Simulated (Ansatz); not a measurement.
The same path of ClGaH$_{2}$ (4 atoms, charge 0, multiplicity 1) was run twice with different band settings. Lost on the way: Ga1–H2, Ga1–Cl3. Made: H2–Cl3.

All numbers below come from Ansatz, RKS PBE-D4/def2-SVPD.

Relaxed end points:

```xyz
4
Properties=species:S:1:pos:R:3
Ga 0.278 0.000 0.360
H 0.167 0.000 1.920
Cl 2.331 0.000 -0.395
H -0.818 0.000 -0.755
```

```xyz
4
Properties=species:S:1:pos:R:3
Ga -0.525 0.000 -0.056
H 1.636 0.000 0.728
Cl 2.919 0.000 1.153
H -2.072 0.000 -0.695
```

Common settings: spring 5.0 eV/Å²; optimiser quadratic models (default); start path through a guess of the saddle point; force threshold 0.05 eV/Å; iteration limit 60; end points relaxed.

| run | movable images | climbing image |
| --- | --- | --- |
| 1 | 5 | yes |
| 2 | 6 | no |

(1) What does each run give, and how far can it be trusted?

## Answers

(1) Run 1: converged after 14 iterations, highest image 1.963 eV above the first end. A vibrational analysis at the climbing image gives one clearly imaginary mode, 663i cm⁻¹: a first-order saddle point.
Run 2: converged after 13 iterations, highest image 1.951 eV above the first end. Neighbouring images differ by up to 1.2 eV, so the band resolves the path poorly. No image climbed, so the highest image needn't sit at the top of the path.
The orbitals stay closed-shell, which can raise the energy where a bond breaks towards radicals; this wasn't checked here.
